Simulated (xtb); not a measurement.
Cl₃Si (SMILES Cl[Si](Cl)Cl), doublet, at a GFN2-xTB geometry. Base run: GFN2-xTB (xtb 6.7.1).

Input for xtb:
```
$ xtb mol.xyz --gfn 2 --uhf 1 --json

# file mol.xyz
4

Cl     1.85834472    -0.43964347    -0.16627542
Si     0.00366610    -0.01083797     0.52515717
Cl    -1.31430510    -1.38571251    -0.16365187
Cl    -0.54705876     1.83428137    -0.10255510
```

Each row names what was changed in the base input (with any setting that the change needs).

```json
[
 {"change": "base", "ΔE vs base (kJ/mol)": "0.00", "dipole (D)": "0.12", "G_solv (kcal/mol)": "-", "SCF cycles": "12"},
 {"change": "file = coord", "ΔE vs base (kJ/mol)": "0.00", "dipole (D)": "0.12", "G_solv (kcal/mol)": "-", "SCF cycles": "12"},
 {"change": "alpb = benzene", "ΔE vs base (kJ/mol)": "-11.16", "dipole (D)": "0.13", "G_solv (kcal/mol)": "-2.68", "SCF cycles": "11"},
 {"change": "alpb = chcl3", "ΔE vs base (kJ/mol)": "-13.58", "dipole (D)": "0.14", "G_solv (kcal/mol)": "-3.27", "SCF cycles": "11"},
 {"change": "etemp = 5000", "ΔE vs base (kJ/mol)": "-6.83", "dipole (D)": "0.00", "G_solv (kcal/mol)": "-", "SCF cycles": "15"},
 {"change": "etemp = 1000", "ΔE vs base (kJ/mol)": "0.00", "dipole (D)": "0.12", "G_solv (kcal/mol)": "-", "SCF cycles": "12"},
 {"change": "etemp = 10000", "ΔE vs base (kJ/mol)": "-86.5", "dipole (D)": "0.39", "G_solv (kcal/mol)": "-", "SCF cycles": "14"}
]
```

ALPB and GBSA are two models with their own fitted parameters for each solvent, which aren't always the measured dielectric constant.
